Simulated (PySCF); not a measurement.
## Worked example: entropy of an ideal gas

Si(H)(SH) (H2SSi), SMILES [SiH]S (connectivity only; charge and spin as stated), neutral, multiplicity 1.

Geometry: PBE-D3(BJ)/def2-TZVP.

PBE-D3(BJ)/def2-TZVP (PySCF 2.14.0) gives the harmonic wavenumbers 499, 612, 633, 890, 1965, 2579 cm⁻¹ and the rotational temperatures 5.9891, 0.3421, 0.3236 K. The molar mass is 62.16 g/mol, the symmetry number 1, the spin multiplicity 1.

**Question.** Work out the entropy at 298.15 K and 1 atm in the rigid-rotor, harmonic-oscillator model.

**Answer.** 
Translation (Sackur–Tetrode at 1 atm): S = R[1.5 ln M + 2.5 ln T − 1.16487] = 160.3 J/(mol K).
Rotation: q = (√π/σ) T^1.5/√(θA θB θC) = 11200, S = R[ln q + 3/2] = 90.0 J/(mol K).
Vibration: with u = 1.4388 ν/T, each mode gives R[u/(e^u − 1) − ln(1 − e^−u)]:
| ν (cm⁻¹) | modes | u | S (J/(mol K)) |
|---|---|---|---|
| 499 | 1 | 2.41 | 2.76 |
| 612 | 1 | 2.95 | 1.80 |
| 633 | 1 | 3.05 | 1.66 |
| 890 | 1 | 4.29 | 0.61 |
| 1965 | 1 | 9.48 | 0.01 |
The stiffer modes add less than 0.005 each. Sum 6.8 J/(mol K).
Spin: R ln 1 = 0.0 J/(mol K).
Total 257.1 J/(mol K); the program's own thermochemistry gives 257.1. Translation makes up 62 % and vibration 3 %. Anharmonicity, hindered rotation and orbital degeneracy are left out.
